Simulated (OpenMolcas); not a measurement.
Pr3+: moving the ligands

Pr3+ with 6 ligands (chloride) in trigonal antiprismatic coordination (D3d) at 2.75 Å, a polar angle of 51.5° against the regular 54.74°. A charge of +0.5 e stands 2.4 Å behind each ligand. Ligand basis ANO-RCC-VDZP.
```
Pr    0.0000    0.0000    0.0000
Cl    0.0000    2.1507    1.7137
Cl   -1.8626   -1.0754    1.7137
Cl    1.8626   -1.0754    1.7137
Cl    0.0000   -2.1507   -1.7137
Cl    1.8626    1.0754   -1.7137
Cl   -1.8626    1.0754   -1.7137
```

- Program: OpenMolcas
- Method: CASSCF
- Basis: ANO-RCC-VDZP [7s6p4d2f1g]
- Scalar Hamiltonian: DKH2, point nucleus
- Active space: 2 electrons in 7 orbitals (4f)
- State averaging: 2S+1 = 3 even, 21 roots; 2S+1 = 1 even, 27 roots kept (CI in the orbitals of an earlier block)
- Spin-orbit coupling: RASSI with atomic mean-field integrals over the reference wave functions

Runs around this geometry, states (labels of D3, the rotations of D3d). Energies in cm-1 above the lowest state or level, χT in cm3 K/mol.

```csv
R (Å),Ground state,First state of that spin,First gap with spin-orbit (degeneracies),Width of lowest J,χT at 300 K
2.69,3A2,3E 14.5,"155.2 (1, 1)",585,1.506
2.75,3A2,3E 4.5,"132.4 (1, 1)",517,1.536
2.89,3E,3A2 11.5,"91.8 (1, 1)",394,1.582
```

Taking the width of the lowest J multiplet as R^-n, n = -ln(394 / 585) / ln(2.89 / 2.69) = 5.5 between the shortest and longest distance.

The ground state changes within this set.

Without dynamic correlation the ligand-field splitting of an f shell can come out too small, at times by half. No measured value stands beside these numbers; the geometry is a model, was not optimised and need not be the one that this ion takes.
